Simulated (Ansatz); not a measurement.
Gas-phase electronic energies from Ansatz, PBE0-D4/def2-TZVP geometries. CCSD(T)/CBS is the MP2 limit (def2-TZVPP, def2-QZVPP) plus CCSD(T) − MP2 in def2-TZVPP, frozen cores. DFT in def2-TZVPP. For Ge outer-core shells are correlated without core-valence functions, which leaves a few kJ/mol of doubt a bond. Scalar relativity is left out up to krypton. One conformer a species, not always the lowest.

`C=CB[SiH2][SiH3]` + `O[CH2][GeH3]` → `[SiH3][SiH2][BH][GeH3]` + `C=CCO`  (formal exchange of groups at a B–C bond)

| level | ΔE (kcal/mol) |
| --- | --- |
| r2SCAN-D4 | 4.1 |
| ωB97X-V | 4.8 |
| ωB97M-V | 5.3 |
| B2PLYP | 6.1 |
| PBE0 | 4.2 |
| MP2/def2-TZVPP | 6.0 |
| HF/CBS(def2) | 6.7 |
| CCSD/CBS(def2) | 4.5 |

(1) What does CCSD(T)/CBS give? (Estimate.)

Largest T1 diagnostic among the species: 0.014.

Answers

(1) The calculation gave: +4.5 kcal/mol. The listed levels differ from it by -0.4, 0.3, 0.8, 1.6, -0.3, 1.5, 2.2, 0.0 kcal/mol.
